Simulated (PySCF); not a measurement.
**Input and output**

[Pb(CCH)]+ (singlet). PySCF 2.14.0, RKS B3LYP, Pb def2-SVP with ECP60, C def2-SVP, H def2-SVP; non-relativistic Hamiltonian with scalar-relativistic core potentials where named; density fitting; no spin-orbit coupling. Purpose: singlet excitations, Tamm-Dancoff B3LYP.

```python
mol = gto.M(atom='''
Pb     0.00000     0.00000    -0.18788
C      0.00000     0.00000     1.98748
C     -0.00000    -0.00000     3.21726
H      0.00000     0.00000     4.29846''',
    basis={'Pb': 'def2-SVP', 'C': 'def2-SVP', 'H': 'def2-SVP'},
    ecp={'Pb': 'def2-SVP'},
    charge=1, spin=0)
mf = dft.RKS(mol, xc='B3LYP')
mf.grids.atom_grid = (50, 194)
mf = mf.density_fit()  # fitting sets: Pb def2-universal-JKFIT, C def2-universal-JKFIT, H def2-universal-JKFIT
mf.conv_tol = 1e-08; mf.max_cycle = 55
mf.kernel(dm0)  # dm0: converged density of the relaxed state
td = mf.TDA(); td.nstates = 8; td.kernel()
```

Run from Python with OMP_NUM_THREADS=2; the lines above give its settings. Where DIIS fails, smearing, a level shift and second-order steps follow.
It took 4.3 s on 2 threads of Arm Neoverse V2 (shared host), from an already converged density.

(1) Where do the frontier levels lie, over both spins?

(2) What does the SCF print?

(3) What are the Mulliken charges and spins?

(4) Which singlet excitations follow (Tamm-Dancoff, 8 states)?

The geometry was relaxed with B3LYP (Pb def2-SVP with ECP60, C def2-SVP, H def2-SVP).

Answers

(1) HOMO -12.98 eV, LUMO -8.84 eV. 

(2) 
```
init E= -269.353658498468
cycle= 1 E= -269.353658498614  delta_E= -1.47e-10  |g|= 4.73e-05  |ddm|= 0.000115
Extra cycle  E= -269.353658495464  delta_E= 3.15e-09  |g|= 0.000118  |ddm|= 0.000132
converged SCF energy = -269.353658495464
```

(3) 
```tsv
atom	charge (e)	spin (e)
Pb1	1.062	0.000
C2	-0.093	0.000
C3	-0.066	0.000
H4	0.096	0.000
```

(4) 
| state | eV | oscillator strength |
| --- | --- | --- |
| 1 | 3.01 | 0.0000 |
| 2 | 3.10 | 0.0000 |
| 3 | 3.10 | 0.0000 |
| 4 | 4.48 | 0.0294 |
| 5 | 4.48 | 0.0294 |
| 6 | 4.86 | 0.3216 |
| 7 | 7.21 | 0.0030 |
| 8 | 7.21 | 0.0030 |
Functionals without range separation put charge-transfer states too low; the basis has no diffuse functions.
